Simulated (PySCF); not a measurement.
# C₆ coefficients of unlike pairs at PBE0

Calculated with PySCF 2.14 from the dipole response of each species, C₆(A,B) = (3/π) ∫ α_A(iu) α_B(iu) du, in atomic units, from isotropic polarisabilities. For ions this is the dispersion term alone; charge-induced terms of lower order in 1/R come first.

```csv
species,configuration,basis,relativity,α (bohr³),C₆ (like pair)
Sn,[Kr] 4d10 5s2 5p2 (3P),aug-cc-pwCVTZ-DK3 (10s9p7d4f1g),spin-free X2C,58.42,642.8
Co⁺,[Ar] 3d8 (3F),aug-cc-pVDZ-DK (7s6p4d2f),spin-free X2C,8.793,29.03
Al,[Ne] 3s2 3p1 (2P),aug-cc-pV(Q+d)Z (7s6p5d3f2g),none,62.43,554.0
Br,[Ar] 3d10 4s2 4p5 (2P),"aug-cc-pVTZ-PP with one added diffuse shell each of s, d, f type with ECP10MDF (7s5p5d3f)",core potential,21.57,173.2
```

**Question.** Estimate C₆ for Br with Co⁺.

**Answer.** The integral gives 69.53. The combination rule 2 C_A C_B / (C_A α_B/α_A + C_B α_A/α_B) gives 70.92 and the geometric mean 70.92.

No spin-orbit coupling is included.

The other pairs:

```
   pair     C₆
Co⁺, Sn  127.6
 Br, Al  280.9
Al, Co⁺  110.1
 Al, Sn  589.0
 Br, Sn  320.6
```
